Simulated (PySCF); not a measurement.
Species: C₇H₁₀O.
Geometry (GFN2-xTB, Å), atoms numbered from 1 in this order:
```xyz
18
C7H10O angstrom
C      3.644   -0.485   -0.755
C      2.708    0.292   -0.215
C      1.307   -0.039   -0.200
C      0.367    0.748    0.344
C     -1.051    0.434    0.372
C     -1.938    1.265    0.934
O     -1.350   -0.760   -0.219
C     -2.696   -1.161   -0.248
H      4.686   -0.212   -0.753
H      3.395   -1.425   -1.220
H      2.982    1.233    0.246
H      1.017   -0.975   -0.656
H      0.641    1.688    0.803
H     -1.603    2.184    1.376
H     -2.993    1.072    0.977
H     -2.709   -2.124   -0.757
H     -3.314   -0.449   -0.804
H     -3.101   -1.278    0.763
```

The closed-shell SCF was solved with PySCF and density fitting under several settings on one GFN2-xTB geometry (grid level 2 and gas phase unless stated).

```tsv
settings	basis functions	SCF cycles	E (Eh)	HOMO (eV)	LUMO (eV)	dipole (D)
PBE0/pcSseg-1	186	14	-347.4642	-6.12	-1.21	1.09
PBE0/def2-SVPD	243	14	-347.2712	-6.16	-1.26	0.99
X3LYP/def2-SVPD, fitting basis def2-qzvpp-jkfit	243	11	-347.5255	-5.98	-1.33	1.01
```

Question: Estimate the row for these settings: PBE0/6-31G, fitting basis def2-universal-jkfit.

Answer: 
| settings | basis functions | SCF cycles | E (Eh) | HOMO (eV) | LUMO (eV) | dipole (D) |
| --- | --- | --- | --- | --- | --- | --- |
| PBE0/6-31G, fitting basis def2-universal-jkfit | 92 | 10 | -347.4098 | -5.85 | -0.84 | 1.19 |

Question: Over all rows, what range does the HOMO–LUMO gap span?

Answer: From 4.65 eV (X3LYP/def2-SVPD, fitting basis def2-qzvpp-jkfit) to 5.01 eV (PBE0/6-31G, fitting basis def2-universal-jkfit). The functional of the narrowest has 22 % exact exchange, that of the widest 25 % exact exchange.

Question: And the dipole moment?

Answer: From 0.99 D (PBE0/def2-SVPD) to 1.19 D (PBE0/6-31G, fitting basis def2-universal-jkfit); the largest is 1.20 times the smallest, and the median is 1.05 D.

Question: Compare two rows with the functional PBE0: PBE0/6-31G, fitting basis def2-universal-jkfit and PBE0/pcSseg-1. Which energy is lower, and by how much?

Answer: PBE0/pcSseg-1 (186 functions) lies 0.0544 Eh or 34 kcal/mol below PBE0/6-31G, fitting basis def2-universal-jkfit (92 functions).

Whole jobs, the steps after the SCF included, on one thread, Arm Neoverse V2 (aarch64) (shared host):

| settings | work after the SCF | wall time | peak memory |
| --- | --- | --- | --- |
| PBE0/pcSseg-1 | shieldings, charges and field gradients, density and orbital grids written | 31 s | 0.96 GiB |
| PBE0/def2-SVPD | 6 singlets by full TDDFT, 2 Tamm–Dancoff triplets, polarisability, density and orbital grids written | 43 s | 1.1 GiB |
| X3LYP/def2-SVPD, fitting basis def2-qzvpp-jkfit | 12 singlets by full TDDFT, 5 Tamm–Dancoff triplets, polarisability | 52 s | 1.0 GiB |
| PBE0/6-31G, fitting basis def2-universal-jkfit | spin–spin couplings from 17 perturbed nuclei, spin–dipole term left out | 15 s | 0.75 GiB |

Cycle counts include a coarse-grid stage where the run had one.

One conformer stands for the species.
